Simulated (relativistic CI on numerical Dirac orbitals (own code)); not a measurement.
d6 in a ligand field

Computed with a parametric ligand-field model of a d^n configuration (Racah B and C, spin-orbit zeta, crystal field), exact diagonalisation.

Field parameters in Wybourne normalisation: Oh B⁴₀ = 21Dq, B⁴₄ = √(5/14) B⁴₀; Td as Oh with Dq negative (B⁴₀ = 21Dq, B⁴₄ = √(5/14) B⁴₀). The field is a parameter set, without covalency.

Q: Ground term and bands for B = 810, C = 3500, ζ = 0 cm⁻¹, Td, 10Dq = -2850 cm⁻¹?

A: Ground term 5E with 3.00 electrons in the two orbitals of the cubic e set. Spin-allowed: 5T2 2850 cm⁻¹. Lowest spin-forbidden: 3T1 16169 cm⁻¹ (618 nm), 3E 17623 cm⁻¹ (567 nm), 3T2 18830 cm⁻¹ (531 nm).

Q: Ground term and bands for B = 780, C = 3690, ζ = 0 cm⁻¹, Oh, 10Dq = 8750 cm⁻¹?

A: Ground term 5T2 with 2.00 electrons in the two orbitals of the cubic e set. Spin-allowed: 5E 8750 cm⁻¹ (1143 nm). Lowest spin-forbidden: 3T1 11549 cm⁻¹ (866 nm), 1A1 12633 cm⁻¹ (792 nm), 3T2 14738 cm⁻¹ (678 nm).

Q: Ground term and bands for B = 470, C = 1650, ζ = 0 cm⁻¹, Td, 10Dq = -10150 cm⁻¹?

A: Ground term 5E with 3.00 electrons in the two orbitals of the cubic e set. Spin-allowed: 5T2 10150 cm⁻¹ (985 nm). Lowest spin-forbidden: 3T1 162 cm⁻¹, 1T2 4977 cm⁻¹ (2009 nm), 1E 5702 cm⁻¹ (1754 nm).

Q: Ground term and bands for B = 390, C = 1690, ζ = 0 cm⁻¹, Oh, 10Dq = 7350 cm⁻¹?

A: Ground term 1A1 with 0.08 electrons in the two orbitals of the cubic e set. Spin-allowed: 1T1 6420 cm⁻¹ (1558 nm), 1T2 10672 cm⁻¹ (937 nm), 1E 13688 cm⁻¹ (731 nm), 1T2 13810 cm⁻¹ (724 nm). Lowest spin-forbidden: 5T2 427 cm⁻¹, 3T1 2719 cm⁻¹, 3T2 4844 cm⁻¹ (2064 nm).

Q: Ground term and bands for B = 840, C = 4040, ζ = 0 cm⁻¹, Oh, 10Dq = 35350 cm⁻¹?

A: Ground term 1A1 with 0.03 electrons in the two orbitals of the cubic e set. Spin-allowed: 1T1 32553 cm⁻¹ (307 nm), 1T2 44117 cm⁻¹ (227 nm), 1T2 66610 cm⁻¹ (150 nm), 1E 67378 cm⁻¹ (148 nm). Lowest spin-forbidden: 3T1 24019 cm⁻¹ (416 nm), 3T2 29729 cm⁻¹ (336 nm), 5T2 36059 cm⁻¹ (277 nm).
